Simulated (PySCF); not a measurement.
System: trimethoxysilane, C₃H₁₀O₃Si (charge 0, singlet). 
Structure (B3LYP-D3(BJ)/def2-TZVP (Ansatz) minimum search):
```xyz
17

Si    -0.0187    -0.1084    -0.2693
O     -0.3530     1.4862    -0.2867
C      0.3783     2.4604    -1.0151
O      1.4862    -0.3275     0.3154
C      2.1111    -1.5892     0.4947
O     -1.0818    -0.8616     0.7092
C     -2.4891    -0.8693     0.5251
H     -0.1143    -0.6607    -1.6410
H      0.4719     2.1842    -2.0702
H      1.3781     2.5895    -0.5942
H     -0.1596     3.4058    -0.9492
H      1.6274    -2.1510     1.2970
H      2.0797    -2.1852    -0.4230
H      3.1533    -1.4153     0.7611
H     -2.9202    -1.5653     1.2443
H     -2.9081     0.1249     0.6965
H     -2.7588    -1.1975    -0.4837
```

Dispersion corrections to the total energy (kcal/mol) from the dftd3 and dftd4 libraries through PySCF: D3(BJ) without and D4 with the three-body term, each with the damping fitted for the functional named.

| functional | D3(BJ) | D4 |
|---|---|---|
| TPSS | -9.84 | -10.88 |
| TPSSh | -9.09 | -9.93 |
| BP86 | ___ | -10.80 |
| LC-wPBE | -7.44 | -8.93 |
| r2SCAN | ___ | -2.19 |
| B3LYP | -13.38 | -12.82 |
| CAM-B3LYP | ___ | -6.94 |

Task: Fill in the missing entries.

Result: 
- BP86, D3(BJ): -12.39
- r2SCAN, D3(BJ): -2.36
- CAM-B3LYP, D3(BJ): -6.25
